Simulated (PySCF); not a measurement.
Correlation energy of P⁺ (phosphorus, charge +1)

[Ne] 3s1 3p2 4s1, high-spin 5P determinant (an excited configuration). Calculation: PySCF 2.14, in dyall-av3z (19s12p3d2f, 84 functions); the spin-free X2C one-electron Hamiltonian (Gaussian nucleus). Frozen: [Ne]; 4 electrons correlated; the 23 highest virtual orbitals of each spin left out.

MP2 pair energies summed by pair of shells (mhartree):

| pair | energy | share (%) |
| --- | --- | --- |
| 3p-3p | -6.76 | 37.3 |
| 3p-4s | -5.91 | 32.6 |
| 3s-3p | -3.94 | 21.7 |
| 3s-4s | -1.50 | 8.3 |

Total MP2 correlation energy: -18.11 mhartree.

Same-spin part -18.11 and opposite-spin part 0.00 mhartree; SCS-MP2 scales them by 1/3 and 6/5 to -6.04 mhartree.
